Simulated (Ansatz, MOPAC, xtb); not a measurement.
The molecule BeP+, multiplicity 3 (lowest of 2S+1 = 1, 3, 5 at CCSD(T)/def2-TZVPP on PBE0 minima; our sources give no spin for the ground state, which may be another).

Seven points along R, fitted to fifth degree in 1/R; most abundant isotopes. In def2 and cc sets the state is the lowest found near the PBE0 minimum, followed along R.

Codes used: Ansatz (a first-principles code); MOPAC for PM3, PM6 (differences of heats of formation); xtb for the GFN methods.  The GFN methods have no spin term and hold the electronic entropy of 300 K.

```json
[
 {"level": "PM3", "r_e (Å)": "2.003", "ω_e (cm⁻¹)": "455", "α_e (cm⁻¹)": "-0.010", "ω_e x_e (cm⁻¹)": "-1.2"},
 {"level": "PM6", "r_e (Å)": "2.043", "ω_e (cm⁻¹)": "675", "α_e (cm⁻¹)": "0.0028", "ω_e x_e (cm⁻¹)": "0.90"},
 {"level": "GFN1-xTB", "r_e (Å)": "2.023", "ω_e (cm⁻¹)": "634", "α_e (cm⁻¹)": "0.0095", "ω_e x_e (cm⁻¹)": "7.6"},
 {"level": "GFN2-xTB", "r_e (Å)": "1.960", "ω_e (cm⁻¹)": "689", "α_e (cm⁻¹)": "0.011", "ω_e x_e (cm⁻¹)": "9.6"},
 {"level": "SVWN5/def2-TZVPP", "r_e (Å)": "2.014", "ω_e (cm⁻¹)": "665", "α_e (cm⁻¹)": "0.0065", "ω_e x_e (cm⁻¹)": "5.5"},
 {"level": "PBE/def2-TZVPP", "r_e (Å)": "2.033", "ω_e (cm⁻¹)": "642", "α_e (cm⁻¹)": "0.0068", "ω_e x_e (cm⁻¹)": "5.8"},
 {"level": "r2SCAN/def2-TZVPP", "r_e (Å)": "2.021", "ω_e (cm⁻¹)": "658", "α_e (cm⁻¹)": "0.0071", "ω_e x_e (cm⁻¹)": "7.2"},
 {"level": "B97M-V/def2-TZVPP", "r_e (Å)": "2.007", "ω_e (cm⁻¹)": "676", "α_e (cm⁻¹)": "0.0069", "ω_e x_e (cm⁻¹)": "6.6"},
 {"level": "B3LYP/def2-TZVPP", "r_e (Å)": "2.023", "ω_e (cm⁻¹)": "644", "α_e (cm⁻¹)": "0.0071", "ω_e x_e (cm⁻¹)": "6.2"},
 {"level": "PBE0/def2-TZVPP", "r_e (Å)": "2.018", "ω_e (cm⁻¹)": "659", "α_e (cm⁻¹)": "0.0070", "ω_e x_e (cm⁻¹)": "6.5"},
 {"level": "BHLYP/def2-TZVPP", "r_e (Å)": "2.011", "ω_e (cm⁻¹)": "657", "α_e (cm⁻¹)": "0.0074", "ω_e x_e (cm⁻¹)": "6.7"},
 {"level": "CAM-B3LYP/def2-TZVPP", "r_e (Å)": "2.007", "ω_e (cm⁻¹)": "663", "α_e (cm⁻¹)": "0.0072", "ω_e x_e (cm⁻¹)": "6.5"},
 {"level": "wB97X-V/def2-TZVPP", "r_e (Å)": "2.011", "ω_e (cm⁻¹)": "673", "α_e (cm⁻¹)": "0.0068", "ω_e x_e (cm⁻¹)": "6.0"},
 {"level": "wB97M-V/def2-TZVPP", "r_e (Å)": "2.012", "ω_e (cm⁻¹)": "669", "α_e (cm⁻¹)": "0.0068", "ω_e x_e (cm⁻¹)": "6.0"},
 {"level": "B2PLYP/def2-TZVPP", "r_e (Å)": "2.030", "ω_e (cm⁻¹)": "639", "α_e (cm⁻¹)": "0.0067", "ω_e x_e (cm⁻¹)": "3.8"}
]
```

Correlated levels freeze the inner cores; with def2 sets outer-core shells near the valence are correlated too. The state that PM3, PM6 reach isn't checked.

Doubts at one or more of the structures used: a spin-contaminated determinant (PM3).
